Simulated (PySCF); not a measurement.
## Property card for `O=COC/C=C\[SiH2]Cl`

Species: C4H7ClO2Si.
SMILES with atom numbers: `[O:1]=[CH:2][O:3][CH2:4]/[CH:5]=[CH:6]\[SiH2:7][Cl:8]` (hydrogens: H9 on C2; H10, H11 on C4; H12 on C5; H13 on C6; H14, H15 on Si7)

Among its groups: ester, C=C double bond, Si–H bond and C–Si bond.

GFN2-xTB geometry:

* Point group of the GFN2-xTB geometry: C1
* Rotational constants A, B, C of the GFN2-xTB geometry: 2.468, 0.874, 0.719 GHz

**CAM-B3LYP/def2-SVPD ground state and vertical TDDFT (core frozen in the response) (PySCF)**

- Dipole moment: 3.28 D
- HOMO energy: -9.46 eV
- LUMO energy: 0.17 eV
- HOMO–LUMO gap: 9.63 eV
- Lowest singlet excitation: 5.92 eV (210 nm, f = 0.001)
- Strongest line among the 8 lowest singlet transitions: S3 at 6.78 eV (183 nm, f = 0.277)
- Lowest triplet excitation (Tamm–Dancoff): 4.21 eV
- Static isotropic polarisability: 91.9 au
- Electronic spatial extent ⟨r²⟩ about the centre of nuclear charge: 1549 bohr²

Monoisotopic mass (most abundant isotopes): 149.9904 u.

No computed singlet falls in the visible range (750 to 380 nm, 1.65 to 3.26 eV); S1 lies 2.66 eV above its blue end. The dipole equals about 10.9 × 10⁻³⁰ C·m (1 D = 3.33564 × 10⁻³⁰ C·m). S1 lies 3.71 eV below the HOMO–LUMO gap. The rotational constants make it an asymmetric top with κ = (2B − A − C)/(A − C) = -0.82, nearer the prolate limit (−1). The principal polarisabilities are 76.0, 87.0 and 112.6 au; their mean is the isotropic value. The vertical singlet–triplet gap S1 − T1 is 1.71 eV (TDDFT singlet less Tamm–Dancoff triplet).

Geometry: GFN2-xTB, one conformer, isolated molecule.

Conformer computed: `[O:1]=[CH:2][O:3][CH2:4]/[CH:5]=[CH:6]\[SiH2:7][Cl:8]`: O1–C2–O3–C4 -1°, C2–O3–C4–C5 -76°, O3–C4–C5–C6 107°, C5–C6–Si7–Cl8 -125°.
